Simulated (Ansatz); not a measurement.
Isolated molecules relaxed with PBE0-D4/def2-TZVP in Ansatz; ΔE leaves out vibrations. CCSD(T)/CBS is the MP2 limit (def2-TZVPP, def2-QZVPP) plus CCSD(T) − MP2 in def2-TZVPP, frozen cores. This one scheme is used for every species. Functionals use def2-TZVPP. B3LYP here is the variant with VWN-RPA as its local correlation; programs differ in this. For Se outer-core shells are correlated without core-valence functions, which leaves a few kJ/mol of doubt a bond. Scalar relativity is left out up to krypton. One conformer a species, not always the lowest.

`C#C[SiH]1CS1` + H₂Se → `[SeH][SiH]1CS1` + `C#C`  (ligand exchange at the Si–C bond)

```tsv
level	ΔE (kcal/mol)	difference from CCSD(T)/CBS
PBE-D4	-7.1	0.4
r2SCAN-D4	-6.5	1.0
PBE0-D4	-7.5	0.0
B3LYP-D4	-6.3	1.2
ωB97X-V	-6.7	0.8
ωB97M-V	-6.9	0.6
B2PLYP	-6.0	1.5
PBE	-6.7	0.8
r2SCAN	-6.5	1.0
PBE0	-7.1	0.4
B3LYP	-5.6	1.9
HF/def2-TZVPP	-5.8	1.7
MP2/def2-TZVPP	-6.9	0.6
SCS-MP2/def2-TZVPP	-6.1	1.4
CCSD/def2-TZVPP	-6.2	1.3
CCSD(T)/def2-TZVPP	-6.3	1.2
HF/def2-QZVPP	-5.6	1.9
MP2/def2-QZVPP	-7.5	0.0
SCS-MP2/def2-QZVPP	-6.7	0.8
HF/CBS(def2)	-5.6	1.9
MP2/CBS(def2)	-8.1	-0.6
CCSD/CBS(def2)	-7.4	0.1
CCSD(T)/CBS	-7.5	0
```

Largest T1 diagnostic among the species: 0.013.

The D4 term adds −0.7 kcal/mol with B3LYP and −0.4 kcal/mol with PBE0; it sums over pairs of atoms, weighted by their polarisabilities, and B3LYP, whose exchange is more repulsive, gets the larger term.
